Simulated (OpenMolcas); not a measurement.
## Ar3+: CASPT2 settings compared

- Program: OpenMolcas 26.06
- Basis: ANO-RCC-VDZ [4s3p]
- Scalar Hamiltonian: DKH2, point nucleus
- Active space: 3 electrons in 3 orbitals (3p)
- State averaging: 2S+1 = 4 odd, 1 root; 2S+1 = 2 odd, 8 roots kept (CI in the orbitals of an earlier block)
- Spin-orbit coupling: state interaction with AMFI integrals over the reference wave functions, term energies averaged over their components

Methods on the same reference wave functions:
A. CASSCF
B. SS-CASPT2, IPEA 0.1 Eh, imaginary shift 0.3 Eh (closed shells correlated: 3s)
C. SS-CASPT2, IPEA 0.5 Eh, sigma2 regulariser 0.1 Eh (closed shells correlated: 3s)
D. XMS-CASPT2, IPEA 0.2 Eh, no level shift (closed shells correlated: 2s 2p 3s)

Energies in cm-1 above 3s2 3p3 4S* 3/2, the measured ground level; measured values from Saloman, J. Phys. Chem. Ref. Data 39, 033101 (2010).

```csv
Level,A,B,C,D,Measured
3s2 3p3 4S* 3/2,0.0,0.0,0.0,0.0,0.0
3s2 3p3 2D* 3/2,26022,25840,25840,25770,21091
3s2 3p3 2D* 5/2,26121,25980,25970,25920,21220
3s2 3p3 2P* 1/2,43514,37800,38290,37650,34855
3s2 3p3 2P* 3/2,43644,37980,38470,37830,35032
```

Deviations, from unrounded energies. A percentage is the sum of absolute deviations over the sum of measured energies, with the sign that they share, or ± where signs differ.

| Against measurement | Levels | A | B | C | D |
| --- | --- | --- | --- | --- | --- |
| mean absolute deviation (cm-1) | 4 | 6800 | 3900 | 4100 | 3700 |
| other terms of the ground configuration (%) | 4 | +24.2 | +13.7 | +14.6 | +13.3 |

B, D lie about equally close to measurement and A furthest from it. The largest miss of D in the table is 3s2 3p3 2D* 5/2, by +4700 cm-1. The ranking rests on the paired levels alone, and a cruder setting can come out closer through cancelling errors.

Among B to D the level of the table that moves most is 3s2 3p3 2P* 1/2, by 640 cm-1 (lowest in D, highest in C). Moves below CASPT2's spread within the term are not significant.

From A to B the spin-free energies of the other terms of 3s2 3p3 shown, above 4S*, scale by factors of 0.87 to 0.99.

The lowest spin-free term lies below A's lowest term by 0.008 hartree in B, 0.008 hartree in C, 0.013 hartree in D.

CASPT2 does not keep the components of a term degenerate, so their means are used; among the terms shown or strongly mixed into the levels shown the widest spread is 130 cm-1 (3s2 3p3 2P*, D). Terms from blocks run as CI alone lack orbitals of their own. With the s shell closed, the reference lacks s² → p² mixing. The basis is small and was not contracted for so high a charge. Some terms miss by over 15 % even with CASPT2, which points to a basis or an active space too small for the shells correlated (holds for B; C; D). Computed and measured levels are paired by configuration, term and J; levels that our copy of the source lacks, or whose pairing is in doubt (as where it misses far off the trend of its configuration), stay unpaired and out of the deviations. Only configurations of the active space appear.

* marks odd parity.
